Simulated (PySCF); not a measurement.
# Ionisation energy of Ho⁴³⁺ by level of theory

Ho⁴³⁺ [Ar] 3d6 (5D) → Ho⁴⁴⁺ [Ar] 3d5 (6S), as a difference of total energies. Computed with PySCF 2.14 in an uncontracted even-tempered set (18 s from 8.8 bohr⁻², ratio 2.5; 13 p from 11 bohr⁻², ratio 2.5; 8 d from 11 bohr⁻², ratio 2.5; 4 f from 45 bohr⁻², ratio 2.7; 3 g from 67 bohr⁻², ratio 2.7), with the spin-free X2C one-electron Hamiltonian (Gaussian nucleus). Correlated levels: outer shells: [Ne] frozen; virtual orbitals above 40 to 60 times the deepest correlated orbital energy dropped. The calculations carry no spin-orbit coupling.

```tsv
method	ionisation energy (eV)
UHF	3477.6
LDA	3479.6
PBE	3480.8
PBE0	3480.5
r2SCAN	3481.0
revPBE	3480.7
TPSSh	3480.3
MP2 (outer shells)	3478.9
SCS-MP2 (outer shells)	3479.1
```

Spin-orbit coupling is strong in these open shells (close to jj coupling). The scalar numbers leave it out and a first-order estimate fails, so it can dominate the gap to the real levels.

Breit and QED terms and the two-electron picture change are absent.

For comparison: 3476 ± 4 eV (theoretical estimate listed by NIST; NIST Atomic Spectra Database, ionization energies).
